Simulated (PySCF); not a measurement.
**Radial density of C(2+) (carbon, charge +2)**

UHF, [He] 2s2, closed-shell 1S. Calculation: PySCF 2.14, in aug-cc-pVDZ (4s3p2d, 23 functions); the non-relativistic Hamiltonian (point nucleus).

| r (bohr) | 4πr²ρ (e/bohr) |
| --- | --- |
| 0.00555 | 0.04637 |
| 0.00933 | 0.1260 |
| 0.0157 | 0.3291 |
| 0.0264 | 0.8211 |
| 0.0444 | 1.873 |
| 0.0747 | 3.710 |
| 0.126 | 5.765 |
| 0.211 | 6.014 |
| 0.355 | 3.251 |
| 0.598 | 1.074 |
| 1.01 | 1.552 |
| 1.69 | 0.9978 |
| 2.85 | 0.09159 |
| 4.79 | 0.0003788 |
| 8.05 | 2.314e-05 |
